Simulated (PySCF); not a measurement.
**How methods differ on the excitation energy of P**

P [Ne] 3s2 3p3 (4S) → P [Ne] 3s1 3p3 3d1 (6D), as a difference of total energies. All numbers are calculated (PySCF 2.14, scalar relativity by spin-free X2C-1e, in x2c-TZVPPall with one added diffuse shell each of s, p, d type (6s6p4d1f, 51 functions)). Correlated levels: valence: [Ne] frozen; valence and next inner shell: 1s2 frozen. The calculations carry no spin-orbit coupling.

```
                                method  excitation energy (eV)
                                   UHF                  12.422
                                   LDA                  14.323
                                   PBE                  14.154
                                  PBE0                  14.084
                                r2SCAN                  13.669
                                  BP86                  14.139
                                  TPSS                  14.199
                                  BLYP                  14.632
                               wB97M-V                  14.544
                         MP2 (valence)                  13.949
                     SCS-MP2 (valence)                  14.358
    MP2 (valence and next inner shell)                  14.138
SCS-MP2 (valence and next inner shell)                  14.501
```

Problem. How much does correlation contribute at MP2 (valence and next inner shell)?

Solution. 14.138 − (12.422) = 1.716 eV, measured against UHF.

The upper state lies above the first ionisation limit, but in LS coupling its spin forbids autoionisation to the ground ion.

The promoted electron is Rydberg-like, and one or two diffuse shells describe it only roughly, which tends to raise the upper state.

In the upper state the promoted electron has a positive orbital energy at LDA, PBE, r2SCAN, BP86, TPSS, BLYP, so the basis confines it.
